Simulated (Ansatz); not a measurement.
Geometry optimisation, RKS PBE0-D4/def2-SVP (Ansatz 0.2.0).

The input (input.yaml):

```yaml
crystal:
  periodic: [false, false, false]
  atoms:
    - { symbol: O, position_ang: [-2.4295, -1.0143, 0.1257] }
    - { symbol: Si, position_ang: [-0.894, -1.0555, 0.7596] }
    - { symbol: C, position_ang: [0.0708, 0.3872, 0.1378] }
    - { symbol: Ge, position_ang: [1.7573, 0.0517, -0.8952] }
    - { symbol: C, position_ang: [-0.252, 1.6384, 0.4042] }
    - { symbol: F, position_ang: [-1.3644, 1.9382, 1.1558] }
    - { symbol: H, position_ang: [-2.3276, -1.0579, -0.8606] }
    - { symbol: H, position_ang: [-0.2193, -2.2956, 0.3352] }
    - { symbol: H, position_ang: [-0.9532, -0.9933, 2.2707] }
    - { symbol: H, position_ang: [2.9176, 0.642, -0.1443] }
    - { symbol: H, position_ang: [1.8703, -1.4862, -1.0446] }
    - { symbol: H, position_ang: [1.5493, 0.7105, -2.2679] }
    - { symbol: H, position_ang: [0.2953, 2.4999, 0.0384] }
basis:
  gaussian: { orbitals: def2-SVP }
hamiltonian:
  xc: pbe0
  dispersion: d4
relax:
  f_tol: 0.015
  max_steps: 40
output:
  orbitals: {}
```

Run as:

```bash
$ ansatz run input.yaml --threads 2 --pin off --max-ram 3072MiB --backend cpu --events-out ev --progress --plain --runs-dir out
```

Problem. Where does it end, and by what steps?

Solution. The run converged. After 21 steps the energy has fallen by 0.308 eV; H11 moved furthest, 1.26 Å.

| step | energy less start (eV) | largest force component (eV/Å) | accepted |
| --- | --- | --- | --- |
| 0 | 0.0000 | 1.459 | yes |
| 1 | -0.1758 | 0.859 | yes |
| 2 | -0.1630 | 1.163 | no |
| 3 | -0.2230 | 0.326 | yes |
| 4 | -0.2395 | 0.132 | yes |
| 5 | -0.2413 | 0.052 | yes |
| 6 | -0.2415 | 0.044 | yes |
| 7 | -0.2426 | 0.078 | yes |
| 8 | -0.2441 | 0.072 | yes |
| 9 | -0.2471 | 0.224 | yes |
| 10 | -0.2537 | 0.149 | yes |
| 11 | -0.2636 | 0.326 | yes |
| 12 | -0.2715 | 0.294 | yes |
| 13 | -0.2962 | 0.141 | yes |
| 14 | -0.2441 | 1.086 | no |
| 15 | -0.3022 | 0.051 | yes |
| 16 | -0.3054 | 0.052 | yes |
| 17 | -0.3065 | 0.108 | yes |
| 18 | -0.3069 | 0.097 | yes |
| 19 | -0.3080 | 0.029 | yes |
| 20 | -0.3081 | 0.016 | yes |
| 21 | -0.3081 | 0.007 | yes |

```xyz
13
Properties=species:S:1:pos:R:3
O -2.324 -1.292 0.266
Si -0.826 -1.005 0.934
C 0.093 0.397 0.091
Ge 1.712 0.077 -0.930
C -0.350 1.653 0.181
F -1.449 1.979 0.858
H -2.351 -1.448 -0.682
H 0.060 -2.208 0.818
H -1.081 -0.701 2.366
H 2.803 -0.527 -0.028
H 1.419 -0.916 -2.072
H 2.207 1.412 -1.521
H 0.109 2.544 -0.266
```

The run took 2.1 min on 2 threads of Intel(R) Xeon(R) Platinum 8488C (Sapphire Rapids), with other jobs on the host, peak memory 0.46 GiB.
